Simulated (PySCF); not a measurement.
Run record: excited-state job, `FB1OCCO1`.

Computed with TDDFT PBE0/def2-SVPD, vertical, gas phase, core orbitals frozen in the response (PySCF 2.14.0, density-fitted response routines). Geometry: GFN2-xTB. The command runs a driver script over a list of jobs; the input below is this job's line of settings and its coordinates in Å.

Command:
```bash
OMP_NUM_THREADS=1 python probes_run.py task.json out
```

Input:
```
{"job": {"kind": "uv", "xc": "PBE0", "basis": "def2-SVPD", "nstates": 6, "ntriplets": 2}, "charge": 0, "multiplicity": 1}
F     -1.559342     2.170129     0.781882
B     -0.822121     1.144316     0.411349
O     -1.333198    -0.099007     0.215332
C     -0.270387    -0.950967    -0.173940
C      0.986521    -0.041236    -0.189586
O      0.515227     1.238990     0.192033
H     -0.498495    -1.365238    -1.159605
H     -0.189202    -1.762907     0.553622
H      1.435833     0.033872    -1.183526
H      1.744047    -0.363299     0.529913
```

Output:
```
coarse grid: 9000 points
cycle   1  E = -353.1150007671  dE =  9.492e-01  |g| = 7.808e-01  |ddm| = 4.680e+00
cycle   2  E = -353.0058207777  dE =  1.092e-01  |g| = 1.110e+00  |ddm| = 2.030e+00
cycle   3  E = -353.2245013552  dE = -2.187e-01  |g| = 5.846e-02  |ddm| = 1.178e+00
cycle   4  E = -353.2249577809  dE = -4.564e-04  |g| = 3.522e-02  |ddm| = 9.042e-02
cycle   5  E = -353.2251632796  dE = -2.055e-04  |g| = 6.783e-03  |ddm| = 3.452e-02
cycle   6  E = -353.2251703476  dE = -7.068e-06  |g| = 1.810e-03  |ddm| = 9.064e-03
final grid: 89136 points
cycle   7  E = -353.2860926265  dE = -3.603e-05  |g| = 9.999e-03  |ddm| = 7.500e-02
cycle   8  E = -353.2860705709  dE =  2.206e-05  |g| = 1.496e-02  |ddm| = 2.388e-02
cycle   9  E = -353.2861108349  dE = -4.026e-05  |g| = 5.586e-04  |ddm| = 1.454e-02
cycle  10  E = -353.2861109014  dE = -6.654e-08  |g| = 2.049e-04  |ddm| = 1.140e-03
cycle  11  E = -353.2861109091  dE = -7.708e-09  |g| = 5.750e-05  |ddm| = 2.585e-04
cycle  12  E = -353.2861109097  dE = -5.489e-10  |g| = 1.775e-05  |ddm| = 8.453e-05
converged SCF energy = -353.2861109097

Static polarisability (au): isotropic 40.873, principal 34.365 41.067 47.186

Singlet excitations
state   eV       nm        f      main configurations
  1   7.2082    172.0   0.00000   H->L 0.97
  2   8.0381    154.2   0.00000   H->L+1 0.97
  3   8.5779    144.5   0.03162   H->L+2 0.98
  4   8.6888    142.7   0.01291   H->L+3 0.81, H-2->L 0.18
  5   8.7943    141.0   0.01621   H-1->L 0.96
  6   8.9842    138.0   0.00639   H-2->L 0.77, H->L+3 0.18

Triplet excitations (Tamm-Dancoff, eV): 7.0143 7.8169
```

The SCF starts on a coarse grid where the log names one; the energy can jump when the final grid takes over, and dE then counts from the start density on the new grid. H and L stand for HOMO and LUMO; the number after each pair is its weight.

Task: Give S1 in cm⁻¹ and kJ/mol.

Result: 7.2082 eV × 8065.54 = 58138 cm⁻¹; × 96.485 = 695.5 kJ/mol.

Task: Give the mean polarisability as a volume in Å³, and the ratio of the largest to the smallest principal value.

Result: 40.873 au × 0.148185 = 6.06 Å³; 47.186/34.365 = 1.37.

Summary of the converged run: HOMO -8.43 eV, LUMO 0.14 eV; lowest singlet 7.21 eV; lowest triplet 7.01 eV (Tamm–Dancoff); mean polarisability 40.9 au.

Hardware: one thread, Arm Neoverse V1 (aarch64), on a shared host. Cost: 18 s (grids of density and orbitals included), 0.69 GiB resident at most.
Labels such as C1 count atoms from 1, the log's own numbers from 0.
